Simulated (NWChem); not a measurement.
System: C2H5ClOSi; SMILES Cl[SiH2]CC=O

Input file for NWChem:

```
start job
memory heap 200 mb stack 900 mb global 1100 mb
geometry units angstroms noautoz
  O      0.584877    -2.705407     0.410522
  C      0.575571    -1.753869    -0.323539
  C     -0.657812    -0.990745    -0.702177
  Si    -0.891443     0.602536     0.283656
  Cl     0.721051     1.857525    -0.061958
  H      1.526578    -1.356161    -0.762902
  H     -0.625228    -0.704220    -1.766774
  H     -1.545883    -1.616656    -0.511724
  H     -0.958272     0.313756     1.740788
  H     -2.129671     1.287272    -0.178362
end
basis spherical
  * library def2-svp
end
dft
  xc pw6b95
  iterations 150
  mulliken
end
task dft energy
```

The geometry was optimised at PBE0/def2-SVP.

Task: Give the results of this calculation. (PW6B95/def2-SVP.) Quantities: energy (Ha); highest occupied level (eV); orbital gap (eV); dipole (D).

Result: 
```yaml
energy (Ha): -904.62
highest occupied level (eV): -7.63
orbital gap (eV): 6.88
dipole (D): 2.34
```
